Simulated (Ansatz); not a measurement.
`O[SiH](F)S` → `OF` + `[SiH]S`  (silylene formation by 1,1-elimination)

Gas-phase electronic energies from Ansatz, PBE0-D4/def2-TZVP geometries. CCSD(T)/CBS adds triple-zeta CCSD(T) − MP2 to the extrapolated MP2 energy (def2 sets, frozen cores). This one scheme is used for every species. One conformer a species, not always the lowest.

| species | HF/def2-SVP energy (Eh) |
| --- | --- |
| `O[SiH](F)S` | -862.29520 |
| `OF` | -174.59013 |
| `[SiH]S` | -687.38993 |

Q: Work out ΔE.

A: ΔE = (-174.59013) + (-687.38993) − (-862.29520) = 0.31514 Eh = +197.8 kcal/mol. CCSD(T)/CBS gives +201.3 kcal/mol.

Q: What do rigid-rotor, harmonic-oscillator terms from PBE0-D4/def2-TZVP frequencies (298.15 K, 1 bar) make of the CCSD(T)/CBS value? (Best estimate.)

A: The calculation gave: ΔZPE = -3.0 kcal/mol, ΔH = +199.1 kcal/mol, ΔS = 162 J/(mol·K), ΔG = +187.6 kcal/mol.

Largest T1 diagnostic among the species: 0.016.

From r2SCAN to r2SCAN0 (25 % exact exchange), in def2-TZVPP and without D4, ΔE moves by +5.6 kcal/mol. At CCSD(T), def2-SVP lies −16.7 kcal/mol from the extrapolated value and def2-TZVPP −3.8 kcal/mol. Leaving LDA and LC-ωPBE aside and taking each functional with its dispersion term where it has one, the values, not all of them listed here, spread over 22.2 kcal/mol, from revPBE-D4 to PBE-QIDH. LDA lies +13.0 kcal/mol from PBE without D4.
